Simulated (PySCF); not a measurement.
## Si⁺ (silicon, charge +1): UHF calculation

Configuration: [Ne] 3s2 3p1, 2P determinant. All numbers are calculated (PySCF 2.14, no relativity, point nucleus, in aug-cc-pV(Q+d)Z with one added diffuse shell each of s, p, d, f, g type (8s7p6d4f3g, 114 functions)).

```json
{
 "Total energy": "-288.577821 hartree",
 "One-electron energy": "-395.8518 hartree",
 "Hartree (Coulomb) energy": "127.3451 hartree",
 "Exchange energy": "-20.0711 hartree",
 "Kinetic energy": "288.54898 hartree",
 "⟨S²⟩": "0.7665",
 "⟨L²⟩": "2.050",
 "Sum of ⟨r⟩": "11.21 bohr",
 "Sum of ⟨r²⟩": "20.07 bohr²",
 "Traceless quadrupole moment −½Σ⟨3z² − r²⟩ along its main axis": "-2.93 e·bohr²",
 "Density at the nucleus (Gaussians lack the cusp)": "1750 bohr⁻³",
 "Spin density at the nucleus": "-0.0313 bohr⁻³",
 "Langevin diamagnetic susceptibility": "-15.9 ×10⁻⁶ cm³/mol"
}
```

```csv
shell,electrons,mean orbital energy (eV),spread (eV),"rms radius, mean of both spins (bohr)"
1s α,1,-1882.4,0,0.129
1s β,1,-1882.3,0,0.129
2s α,1,-177.29,0,0.614
2s β,1,-177.09,0,0.614
2p α,3,-125.59,0.336,0.599
2p β,3,-125.24,0.452,0.599
3s α,1,-24.076,0,2.25
3s β,1,-21.670,0,2.25
3p α,1,-16.220,0,2.65
```

Spin-orbit constants ζ (cm⁻¹) from the X2C one-electron operator on these orbitals (non-relativistic here): bare nucleus, nucleus screened by l(l+1)(2l+1)/3 electrons, and screened by the Breit-Pauli mean field of the electrons.

```csv
shell,bare,screened nucleus,mean field
2p,3840,3291,3042
3p,212.3,182.0,165.0
```

To first order the Landé constant is A = 165.0 cm⁻¹, so the lowest level has J = 1/2 and lies 0.0205 eV below the centre of the term.
